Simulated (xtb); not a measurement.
Zn(Br)(NH2) (BrH2NZn), SMILES [Zn]([Br])[NH2]. All values are semi-empirical tight-binding results from xtb (GFN2-xTB unless named), good for trends rather than for accurate numbers. Geometry optimised at GFN2-xTB. Other conformers were not sampled.

Optimised geometry:

```xyz
5

Zn    -0.7446    -0.2047     0.3942
Br     1.0152     0.4701    -0.8316
N     -1.3511    -1.1028     1.8620
H     -1.8143    -1.9878     1.7103
H     -1.9199    -0.6077     2.5336
```

For metal compounds this method's bond lengths and energies can be far off.

Computed properties:
| Quantity | Value |
|---|---|
| orbital gap | 3.61 eV |
| zero-point energy | 15.1 kcal/mol |
| G − E(el) at 298.15 K (modified RRHO) | -3.8 kcal/mol |

Computed atomic charges and the Wiberg bond orders between heavy atoms:
charges (e) Zn1 0.28, Br2 -0.19, N3 -0.43, H4 0.17, H5 0.17. Bond orders Zn1–Br2 0.98, Zn1–N3 0.97.
